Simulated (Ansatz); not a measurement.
Calculated with Ansatz (gas phase, PBE0-D4/def2-TZVP geometries, no zero-point term in ΔE). CCSD(T)/CBS is the MP2 limit (def2-TZVPP, def2-QZVPP) plus CCSD(T) − MP2 in def2-TZVPP, frozen cores. Functionals use def2-TZVPP. Each species was taken in one conformer, which may not be the lowest.

Reaction (isomerisation): `O[SiH](Cl)[Si](O)(O)O` → `O[SiH](O)O[SiH](O)Cl`

`O[SiH](Cl)[Si](O)(O)O`:

```xyz
12

O     0.796   -0.324    2.115
Si    0.281   -1.160    0.793
Cl    1.872   -2.168   -0.071
Si   -0.431    0.511   -0.680
O     0.522    1.821   -0.419
O    -0.293    0.146   -2.266
O    -2.016    0.740   -0.369
H     1.126   -0.814    2.870
H    -0.678   -2.226    1.179
H     0.770    1.995    0.492
H     0.581    0.219   -2.654
H    -2.529    1.261   -0.991
```

`O[SiH](O)O[SiH](O)Cl`:

Z-matrix (Å, degrees):
```
Si
O 1 1.632
O 1 1.642 2 109.2
O 1 1.623 2 108.7 3 121.7
H 1 1.471 2 113.8 3 -119.9
H 2 0.961 1 117.4 3 30.9
Si 3 1.611 1 148.8 2 -14.9
H 4 0.959 1 118.2 2 -38.1
O 7 1.620 3 112.7 1 -132.6
Cl 7 2.072 3 106.9 1 -11.9
H 7 1.467 3 112.2 1 106.8
H 9 0.959 7 119.7 3 57.2
```

| level | ΔE (eV) |
| --- | --- |
| PBE-D4 | -1.28 |
| r2SCAN-D4 | -1.53 |
| PBE | -1.28 |
| CCSD/CBS(def2) | -1.62 |

**Question.** What does CCSD(T)/CBS give? (Estimate.)

**Answer.** Ansatz gave: -1.59 eV. The listed levels differ from it by 0.31, 0.06, 0.31, -0.03 eV.

Largest T1 diagnostic among the species: 0.012.

From PBE to PBE0 (25 % exact exchange), in def2-TZVPP and without D4, ΔE moves by −0.12 eV. In def2-TZVPP, CCSD(T) changes the Hartree–Fock value by +0.23 eV (the triples alone add +0.03 eV) and MP2 by +0.17 eV.
